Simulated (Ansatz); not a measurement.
`O[SiH](F)CF` + `[NH2][GeH3]` → `N[SiH](O)F` + `F[CH2][GeH3]`  (redistribution)

Isolated molecules relaxed with PBE0-D4/def2-TZVP in Ansatz; ΔE leaves out vibrations. CCSD(T)/CBS adds triple-zeta CCSD(T) − MP2 to the extrapolated MP2 energy (def2 sets, frozen cores). This one scheme is used for every species. DFT in def2-TZVPP. B3LYP here is the variant with VWN-RPA as its local correlation; programs differ in this. HSE06 is defined as in plane-wave codes. For Ge outer-core shells are correlated without core-valence functions, which leaves a few kJ/mol of doubt a bond. Scalar relativity is left out up to krypton. One conformer a species, not always the lowest.

```tsv
level	ΔE (kJ/mol)	difference from CCSD(T)/CBS
LDA (SPW92)	-67.7	-2.8
PBE-D4	-60.7	4.2
revPBE-D4	-58.9	6.0
BLYP-D4	-60.7	4.2
r2SCAN-D4	-64.7	0.2
B97M-V	-63.0	1.9
PBE0-D4	-63.0	1.9
B3LYP-D4	-62.9	2.0
r2SCAN0-D4	-66.3	-1.4
HSE06-D4	-62.9	2.0
BHLYP-D4	-64.9	0.0
CAM-B3LYP-D4	-64.3	0.6
ωB97X-V	-60.8	4.1
ωB97M-V	-63.2	1.7
B2PLYP	-63.4	1.5
PBE-QIDH	-64.5	0.4
PBE	-61.0	3.9
revPBE	-59.1	5.8
BLYP	-61.2	3.7
r2SCAN	-64.9	0.0
PBE0	-63.3	1.6
B3LYP	-63.4	1.5
r2SCANh	-65.6	-0.7
r2SCAN0	-66.5	-1.6
HSE06	-63.2	1.7
BHLYP	-65.2	-0.3
LC-ωPBE	-63.2	1.7
HF/def2-SVP	-60.3	4.6
MP2/def2-SVP	-56.8	8.1
CCSD/def2-SVP	-56.3	8.6
CCSD(T)/def2-SVP	-55.2	9.7
HF/def2-TZVPP	-63.0	1.9
MP2/def2-TZVPP	-64.5	0.4
CCSD/def2-TZVPP	-63.9	1.0
CCSD(T)/def2-TZVPP	-63.2	1.7
HF/def2-QZVPP	-63.5	1.4
MP2/def2-QZVPP	-65.6	-0.7
SCS-MP2/def2-QZVPP	-63.1	1.8
HF/CBS(def2)	-63.6	1.3
MP2/CBS(def2)	-66.2	-1.3
CCSD(T)/CBS	-64.9	0
```

Largest T1 diagnostic among the species: 0.012.

From BLYP to BHLYP (50 % exact exchange), in def2-TZVPP and without D4, ΔE moves by −4.0 kJ/mol. At CCSD(T), def2-SVP lies +9.7 kJ/mol from the extrapolated value and def2-TZVPP +1.7 kJ/mol. Leaving LDA and LC-ωPBE aside and taking each functional with its dispersion term where it has one, the values spread over 7.4 kJ/mol, from r2SCAN0-D4 to revPBE-D4. LDA lies −6.7 kJ/mol from PBE without D4.

CCSD(T)/CBS has its own doubt, a few kJ/mol and more with outer-core shells, so smaller differences from it don't rank the levels.
